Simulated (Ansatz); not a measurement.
Calculated with Ansatz (gas phase, PBE0-D4/def2-TZVP geometries, no zero-point term in ΔE). CCSD(T)/CBS is the MP2 limit (def2-TZVPP, def2-QZVPP) plus CCSD(T) − MP2 in def2-TZVPP, frozen cores. This one scheme is used for every species. Functionals use def2-TZVPP. B3LYP here is the variant with VWN-RPA as its local correlation; programs differ in this. For Ge outer-core shells are correlated without core-valence functions, which leaves a few kJ/mol of doubt a bond. Scalar relativity is left out up to krypton. Each species was taken in one conformer, which may not be the lowest.

Reaction (formal exchange of groups at a Ge–F bond): `[F][GeH2][CH2]Cl` + `C=N` → `N=[CH][GeH2][CH2]Cl` + H–F

CCSD(T)/CBS gives +70.3 kJ/mol.

Task: Another level gave +83.7 kJ/mol. Which?
A. B3LYP/def2-TZVPP
B. ωB97X-V/def2-TZVPP
C. PBE0-D4/def2-TZVPP
D. PBE0/def2-TZVPP

Result: B. ωB97X-V 83.7, PBE0-D4 70.9, PBE0 75.9, B3LYP 89.0 kJ/mol.

Largest T1 diagnostic among the species: 0.012.

In def2-TZVPP, CCSD(T) changes the Hartree–Fock value by −34.0 kJ/mol (the triples alone add −4.4 kJ/mol) and MP2 by −36.8 kJ/mol. The D4 term adds −8.7 kJ/mol with B3LYP and −5.0 kJ/mol with PBE0; it sums over pairs of atoms, weighted by their polarisabilities, and B3LYP, whose exchange is more repulsive, gets the larger term.
